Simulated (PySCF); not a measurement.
A PySCF script (with the pyscf-properties extension) for the NMR shieldings of SMILES [SH][Cu]<-[AsH3], AsCuH₄S, on a PBE0-D3(BJ)/def2-SVP geometry:

```python
import basis_set_exchange as bse
import numpy as np
from pyscf import gto, dft
from pyscf.prop import nmr

atoms = """
Cu    0.160708    0.061663   -1.001728
As    0.149419    0.040271    1.289354
H    -0.892352    0.827356    2.050593
H     1.357045    0.555779    2.035925
H    -0.004693   -1.255408    2.052134
S     0.241746    0.132257   -3.146970
H    -1.011873   -0.361917   -3.279318
"""
names = {"Cu": "pcSseg-2", "As": "pcSseg-1", "H": "pcSseg-1", "S": "pcSseg-1"}
basis = {el: gto.basis.parse(bse.get_basis(n, elements=[el], fmt="nwchem")) for el, n in names.items()}
mol = gto.M(atom=atoms, basis=basis, charge=0, verbose=0)
mf = dft.RKS(mol, xc="B3LYP")
mf.grids.level = 2
mf.grids.alignment = dft.numint.BLKSIZE   # the property module wants whole blocks of grid points
mf.conv_tol = 1e-9
mf.kernel()

calc = nmr.RKS(mf)   # GIAO
C = mf.mo_coeff
Co = C[:, mf.mo_occ > 0]
resp = mf.gen_response(singlet=True, hermi=2)
def vind(x):   # induced exchange potential for any number of trial vectors
    d = np.einsum("pi,xij,qj->xpq", C, 2 * x.reshape(-1, C.shape[1], Co.shape[1]), Co, optimize=True)
    return np.einsum("xpq,pi,qj->xij", resp(d - d.transpose(0, 2, 1)), C, Co, optimize=True).ravel()
mo1, _ = nmr.rhf.solve_mo1(calc, with_cphf=vind)
sigma = calc.kernel(mo1)
for i, s in enumerate(sigma):   # ppm
    print("%2d %-2s %9.2f" % (i, mol.atom_pure_symbol(i), np.trace(s) / 3))
```

**Question.** What does it print?

**Answer.** 
```
 0 Cu   1162.63
 1 As   1752.40
 2 H      27.81
 3 H      27.83
 4 H      27.80
 5 S     751.86
 6 H      32.26
```

These numbers come from an equivalent density-fitted implementation of the same equations, which agrees with the script to about 0.01 ppm for H and up to a few tenths of a ppm for heavy atoms, so last digits may differ.

**Question.** Turn these shieldings into chemical shifts. Scale: 75As (1863.78 ppm) vs AsH3; 1H (31.38 ppm) vs TMS; 33S (485.41 ppm) against CS2 (reference shieldings calculated alike).

**Answer.** Averaging equivalent atoms: As 1: 111; H 2/3/4: 3.57; H 6: -0.88; S 5: -266 ppm. No reference was computed at this level for Cu. 

Relativistic effects, spin–orbit coupling among them, are left out; they matter for As and for the light atoms bonded to it.

Size and cost of the density-fitted run: 158 basis functions, 15 s wall time on 1 thread of an x86-64 server CPU, shared host.
